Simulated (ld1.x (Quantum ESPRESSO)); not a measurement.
## titanium (Ti): variants of one RRKJ potential

Base potential:

```json
{"Element": "titanium (Ti)", "Generator": "ld1.x (Quantum ESPRESSO) 7.5", "Type": "norm-conserving RRKJ (Kleinman–Bylander form)", "Functional": "BLYP", "Relativity": "fully relativistic", "Frozen core": "[Ar]", "Valence charge": "4", "Reference configuration": "3d2 4s0 4p0 (charge +2)", "Partial waves": "4p (bound, empty): rc 3.10 bohr; 3d (bound): rc 2.25 bohr; 4s (bound, empty): rc 2.00 bohr", "Local potential": "the s channel", "Core correction": "none"}
```

Open shells are filled in proportion to 2j + 1 (rel_dist='average').

Cutoffs, loose and tight: the cutoffs (Ry, on a coarse ladder) from which the occupation-weighted sum of valence levels, in a spherical-Bessel basis at the reference potential, stays within 10 and 1 mRy of its value at 400 Ry. They do not see the model core or the augmentation charge, which bear on the density cutoff. Test errors are all-electron minus pseudo excitation energies from the reference, over the configurations 3d2 4s2 4p0; 3d2 4s1 4p0; 3d1 4s0 4p0; 3d2 4s0 4p2; 3d1 4s2 4p1; 3d3 4s1 4p0; 3d1 4s2 4p0. A dash means not determined; rows that change the core or the reference have their own tests. The largest error is taken over the tests solved by every variant that gives reliable tests at all: 3d1 4s0 4p0; 3d1 4s2 4p0; 3d1 4s2 4p1; 3d2 4s1 4p0; 3d2 4s2 4p0.

A true bound ghost makes a file unfit for plane-wave use even where its test errors are small: the radial tests pick states by their node count and pass the ghost by.

| change | outcome | cutoff, loose | cutoff, tight | bound ghosts | largest test error (meV) |
| --- | --- | --- | --- | --- | --- |
| base | generated | 35 Ry | 40 Ry | none | +681 |
| all radii scaled by about 0.76 (s 1.52, p 2.36, d 1.72 bohr) | generated | 50 Ry | 60 Ry | p3/2, p1/2, s (extra level of the local part) | +629 |
| all radii scaled by about 0.84 (s 1.68, p 2.60, d 1.88 bohr) | generated | 45 Ry | 50 Ry | p3/2, p1/2, s (extra level of the local part) | +445 |
| all radii scaled by about 0.89 (s 1.78, p 2.76, d 2.00 bohr) | generated | 40 Ry | 45 Ry | p3/2, p1/2, s (extra level of the local part) | +412 |
| all radii scaled by about 1.05 (s 2.10, p 3.26, d 2.38 bohr) | generated | 30 Ry | 35 Ry | none | +747 |
| all radii scaled by about 1.11 (s 2.22, p 3.46, d 2.50 bohr) | generated | 30 Ry | 30 Ry | none | +785 |
| all radii scaled by about 1.17 (s 2.34, p 3.64, d 2.64 bohr) | generated | 25 Ry | 30 Ry | none | +812 |
| all radii scaled by about 1.25 (s 2.50, p 3.88, d 2.82 bohr) | generated | 21 Ry | 25 Ry | none | +838 |
| all radii scaled by about 1.32 (s 2.64, p 4.08, d 2.96 bohr) | generated | 18 Ry | 21 Ry | none | +969 |
| all radii scaled by about 1.40 (s 2.80, p 4.34, d 3.16 bohr) | generated | 18 Ry | 18 Ry | none | +1188 |

Reading the sweep of the scale of all radii (base = 1) (base included, trends over the rows without a ghost): The loose cutoff falls from 35 Ry at 1 to 18 Ry at 1.4. A larger radius leaves more room for a smooth pseudo-wave, so fewer plane waves are needed; a smaller one forces it to follow the all-electron wave where it bends sharply. The median size of the test errors (rows with all tests solved) is not monotonic: lowest 222.1 meV at 1.32, highest 337.3 meV at 1.05. Bound ghosts are found at 0.76, 0.84, 0.89.
